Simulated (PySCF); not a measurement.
Simulated C 1s region for `C[C@@H]1[C@H]([C@@H](F)CC1)C`, binding energy against the vacuum level.

Every computed line was given a Gaussian of 0.8 eV full width at half maximum and an area set by the number of equivalent atoms; the highest printed point is 100. Computed with PySCF 2.14.0, delta-SCF UKS SCAN, pcX-2 on the ionised atom, pcseg-1 elsewhere, spin-free X2C.

binding energy (eV), intensity and a bar:
```
    289.2          0 
    289.3          0 
    289.4          1 
    289.5          3 #
    289.6          5 ##
    289.7         11 ###
    289.8         19 ######
    289.9         31 #########
    290.0         46 ##############
    290.1         63 ###################
    290.2         80 ########################
    290.3         93 ############################
    290.4        100 ##############################
    290.5         99 ##############################
    290.6         89 ###########################
    290.7         75 ######################
    290.8         57 #################
    290.9         40 ############
    291.0         26 ########
    291.1         16 #####
    291.2          9 ###
    291.3          4 #
    291.4          2 #
    291.5          1 
    291.6          1 
    291.7          1 
    291.8          3 #
    291.9          4 #
    292.0          7 ##
    292.1         10 ###
    292.2         13 ####
    292.3         15 #####
    292.4         17 #####
    292.5         17 #####
    292.6         16 #####
    292.7         13 ####
    292.8         10 ###
    292.9          7 ##
    293.0          5 #
    293.1          3 #
    293.2          2 
    293.3          1 
    293.4          0 
    293.5          0 
    293.6          0
```

How many maxima does the curve show, and how many computed lines lie under it?

The curve has 2 maxima (at 290.4 and 292.5 eV). Under it lie 7 lines from 7 inequivalent carbon sites. At this width some lines have no maximum of their own.

Decompose the envelope and assign each component. Numbering: `[CH3:1][C@@H:2]1[C@@H:3]([CH3:4])[CH2:5][CH2:6][C@@H:7]1[F:8]`.

| position (eV) | relative area | line | atoms | environment |
| --- | --- | --- | --- | --- |
| 290.34 | 1 | C 1s | C3 | sp3 CH carbon |
| 290.38 | 1 | C 1s | C5 | ring CH2 carbon |
| 290.44 | 1 | C 1s | C1 | methyl carbon |
| 290.44 | 1 | C 1s | C2 | sp3 CH carbon |
| 290.49 | 1 | C 1s | C4 | methyl carbon |
| 290.52 | 1 | C 1s | C6 | ring CH2 carbon |
| 292.46 | 1 | C 1s | C7 | sp3 C–F carbon |

The listed C 1s values span 2.12 eV, from C3 (bonded to 3 C and H) to C7 (bonded to F, 2 C and H). Summing the Pauling electronegativity differences to the bonded atoms, each weighted by its formal bond order, gives -0.35 for the lowest site and +1.08 for the highest; no listed site has a larger sum than the highest. The smallest sum, -1.05, belongs to C1, 0.10 eV above the lowest. The values 290.34 and 290.38 eV; the values 290.44 and 290.44 eV; the values 290.49 and 290.52 eV lie too close for their order to be trusted.

No satellites, vibrations or lifetime broadening are included. Isolated species at its PBE0-D3(BJ)/def2-SVP geometry (one conformer only).

On one thread, Arm Neoverse V2 (aarch64), no GPU, on a shared host, this took 2.2 min wall and 0.69 GiB of memory at its peak.
